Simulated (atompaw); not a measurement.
**What one change does to a pseudopotential (europium, PAW (atompaw))**

```json
{"Element": "europium (Eu)", "Generator": "atompaw 4.2.0.5", "Type": "PAW", "Functional": "PBEsol", "Relativity": "scalar-relativistic", "Frozen core": "[Kr] 4d10", "Valence charge": "17", "Reference configuration": "4f7 5s2 5p6 5d0 6s2 6p0", "Partial waves": "5s (bound): rc 2.30 bohr; 6s (bound): rc 3.00 bohr; 5p (bound): rc 2.50 bohr; 6p (bound, empty): rc 3.00 bohr; 5d (bound, empty): rc 3.00 bohr; 5d channel at 0.6 Ry: rc 3.00 bohr; 4f (bound): rc 0.85 bohr; 4f channel at 0.6 Ry: rc 0.85 bohr", "Local potential": "bessel scheme, radius 2.60 bohr", "Core correction": "smooth core density matched at 2.65 bohr", "Augmentation charge": "sinc compensation charge, radius 2.90 bohr; PAW radius 3.00 bohr; waves and projectors: custom rrkj gramschmidtortho"}
```

Change: local potential bessel scheme, radius 2.20 bohr.

Cutoffs: the cutoffs (Ry, on a coarse ladder) from which the occupation-weighted sum of valence levels, in a spherical-Bessel basis at the reference potential, stays within 10 and 1 mRy of its value at 400 Ry; they do not see the model core or the augmentation charge, which bear on the density cutoff.

Question: What does the change do?

Answer: The range in which the p phases agree narrows (upper end 4.1 → 0.8); neither file shows a bound ghost.

| quantity | base | changed |
| --- | --- | --- |
| cutoff, loose | 260 Ry | 260 Ry |
| cutoff, tight | over 300 Ry | over 300 Ry |
| bound ghosts | none | none |
| s: phases at 3.01 bohr within 0.05 rad from the reference energy up to (Ry; the scan ends near 5) | 2.9 | 2.8 |
| p: phases at 3.01 bohr within 0.05 rad from the reference energy up to (Ry; the scan ends near 5) | 4.1 | 0.8 |
| d: phases at 3.01 bohr within 0.05 rad from the reference energy up to (Ry; the scan ends near 5) | to the end of the scan | to the end of the scan |
| f: phases at 3.01 bohr within 0.05 rad from the reference energy up to (Ry; the scan ends near 5) | 4.6 | to the end of the scan |
| lowest overlap eigenvalue by channel | s 0.46, p 0.08, d 0.96, f 1.00 | s 0.44, p 0.09, d 0.97, f 1.00 |

 The cutoffs see the waves, projectors and local potential, not the compensation charge or the core.
